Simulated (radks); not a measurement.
Charge is removed step by step from the 4s down level of Fe, starting from [Ar] 3d6 4s(up 1, down 1). Calculated with a radial shooting solver on a logarithmic mesh with Libxc functionals: non-relativistic Kohn-Sham, r2SCAN, spin-polarised, spherical densities, point nucleus; open shells are filled with parallel spins first; meta-GGA in the generalised Kohn-Sham scheme.

| removed (e) | E - E(0) (eV) | eigenvalue (eV) | E minus straight line (eV) |
|---|---|---|---|
| 0 | 0.000 | -4.975 | 0.000 |
| 0.25 | 1.414 | -6.338 | -0.474 |
| 0.5 | 3.164 | -7.642 | -0.612 |
| 0.75 | 5.222 | -8.796 | -0.442 |
| 1 | 7.553 | -9.795 | 0.000 |

Removing the whole electron costs 7.553 eV by Delta-SCF, against 4.975 eV from minus the eigenvalue at the starting occupation. Slater's transition state (half an electron removed) gives 7.642 eV. Integrating minus the eigenvalue over the occupation (Janak's theorem) gives 7.549 eV. The mean slope of the eigenvalue, de/dn, is 4.82 eV per electron. Ionisation energy of Fe in the NIST Atomic Spectra Database: 7.902 eV (measured).
